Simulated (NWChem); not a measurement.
System: bromine monochloride (BrCl); SMILES BrCl

```xyz
2

Cl     0.0000     0.0000     1.4518
Br     0.0000     0.0000    -0.7127
```
Atoms are numbered in this order, from 1.

Computed with NWChem. Structure relaxed at the PBE0/def2-SVP level. Level: PBE0/def2-SVP with COSMO at NWChem's default radii, gas-phase geometry; rows give the dielectric constant.

| dielectric constant | electrostatic solvation energy (kcal/mol) | dipole in solution (D) |
|---|---|---|
| 1.5 | -0.4 | 0.60 |
| 2.4 | -0.7 | 0.65 |
| 4.8 | -1.0 | 0.70 |
| 7.6 | -1.1 | 0.71 |
| 20.7 | -1.2 | 0.74 |
